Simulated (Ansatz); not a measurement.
Geometry optimisation, RKS r2SCAN/def2-SVP (Ansatz).

The input (input.yaml):

```yaml
crystal:
  periodic: [false, false, false]
  atoms:
    - { symbol: Ga, position_ang: [-0.066129, -0.616919, -0.403025] }
    - { symbol: H, position_ang: [-0.060461, 0.146619, 2.259608] }
    - { symbol: H, position_ang: [1.300465, 0.064123, -0.626826] }
    - { symbol: Cl, position_ang: [-1.928342, 0.252764, -1.00006] }
    - { symbol: Br, position_ang: [-0.232837, -2.8036, 0.53013] }
    - { symbol: H, position_ang: [-0.071695, -0.557688, 2.121173] }
basis:
  gaussian: { orbitals: def2-SVP }
hamiltonian:
  xc: r2scan
relax:
  f_tol: 0.03
  max_steps: 50
output:
  orbitals: {}
```

Command:

```bash
$ ansatz run input.yaml --threads 4 --pin off --max-ram 5120MiB --backend cpu --events-out ev --progress --plain --runs-dir out
```

**Question.** Where does it end, and by what steps?

**Answer.** The forces met the threshold. After 9 steps the energy has fallen by 0.155 eV; H2 moved furthest, 0.40 Å.

```
step  energy less start (eV)  largest force component (eV/Å)  accepted
   0                  0.0000                           1.842       yes
   1                 -0.1327                           0.313       yes
   2                 -0.1387                           0.264       yes
   3                 -0.1490                           0.078       yes
   4                 -0.1505                           0.228       yes
   5                 -0.1526                           0.167       yes
   6                 -0.1544                           0.032       yes
   7                 -0.1545                           0.031       yes
   8                 -0.0320                           1.755        no
   9                 -0.1548                           0.028       yes
```

```xyz
6
Properties=species:S:1:pos:R:3
Ga -0.030 -0.749 -0.311
H -0.300 0.316 1.992
H 1.334 -0.050 -0.488
Cl -1.869 0.271 -0.728
Br -0.215 -2.962 0.211
H 0.022 -0.340 2.205
```

Whether the end is a true minimum wasn't checked by a vibrational analysis.

Time of the run: 17 s on 4 threads of Arm Neoverse V2, on a shared host, peak memory 0.18 GiB.
